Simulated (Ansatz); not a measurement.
```xyz
2

V     0.0000    0.0000    0.0000
F     0.0000    0.0000    4.4500
```

Basis set: pcseg-2 (spherical functions). Some runs use density fitting. Charge 0, multiplicity 5.

Computed with Ansatz (development build ahead of 0.2.0); each method stands on the lowest determinant of its kind that the runs found.

Question: Give the atomization energy at this shape (free ground-state atoms in the same class of orbitals less the molecule, no zero-point energy) of quintet VF by PBE0 (unrestricted), PBE (unrestricted).

Answer:

| method | atomization energy |
| --- | --- |
| PBE0 (unrestricted) | 1.35 eV |
| PBE (unrestricted) | 2.16 eV |

Caution: a free atom is spin contaminated; charge can spread falsely over distant fragments; the unrestricted determinant is spin contaminated.

The shape needn't be a minimum at these levels.
